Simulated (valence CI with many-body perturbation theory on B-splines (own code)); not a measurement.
Sm²²⁺ in three bases

Computed by relativistic CI+MBPT: four valence electrons over a frozen Dirac-Fock core [Kr], a basis of 7 s, 7 p, 8 d, 6 f, 4 g, 1 h functions for each j, with the one-electron correlation potential Σ1 (screened to all orders), the two-electron term Σ2, the three-electron term Σ3, Breit, model QED; selected single and double excitations, second order for the rest, scaled by the run's own slope (own B-spline code, finite nucleus).

No measured levels were compared; by estimate terms of the open shell hold to 2 to 4 % of their energy, and close levels can change places. Only levels of the ground parity were solved; by the run's estimate the other parity begins above the list, which can be wrong where configurations are misplaced.

The reference run has the lowest level (4d3/2^4) J=0 and an ionisation energy of 703.501 eV. Its largest variational space holds 19875 state functions.

Levels are named by their leading jj configuration (3d3/2^4 stands for four electrons in 3d with j = 3/2), which in mixed levels can hold well under half, so a name can repeat and another be missing. Letters in brackets count levels of one name in rising energy.

Changed runs:
A. basis 6 s, 6 p, 5 d, 5 f, 1 g
B. basis 5 s, 5 p, 4 d, 4 f

Excitation energies of the reference run in cm⁻¹, and shifts in cm⁻¹:

| Level | Reference | A | B |
| --- | --- | --- | --- |
| (4d3/2^3 4d5/2) J=1 | 31245 | -184 | -412 |
| (4d3/2^3 4d5/2) J=2 | 50409 | -212 | -388 |
| (4d3/2^3 4d5/2) J=4 | 59794 | +2.5 | +228 |
| (4d3/2^3 4d5/2) J=3 | 60625 | -152 | -168 |
| (4d3/2^2 4d5/2^2) J=0 [a] | 86977 | -44 | -63 |
| (4d3/2^2 4d5/2^2) J=4 [a] | 91165 | -116 | -26 |
| (4d3/2^2 4d5/2^2) J=3 [a] | 98552 | -35 | +383 |
| (4d3/2^2 4d5/2^2) J=2 [a] | 99551 | +72 | +708 |
| (4d3/2^2 4d5/2^2) J=5 | 107098 | -7.9 | +460 |
| (4d3/2^2 4d5/2^2) J=1 | 111170 | +32 | +532 |
| (4d3/2^2 4d5/2^2) J=6 | 114417 | +47 | +626 |
| (4d3/2^2 4d5/2^2) J=4 [b] | 122893 | +82 | +707 |
| Ionisation energy (eV) | 703.501 | -0.061 | -0.138 |
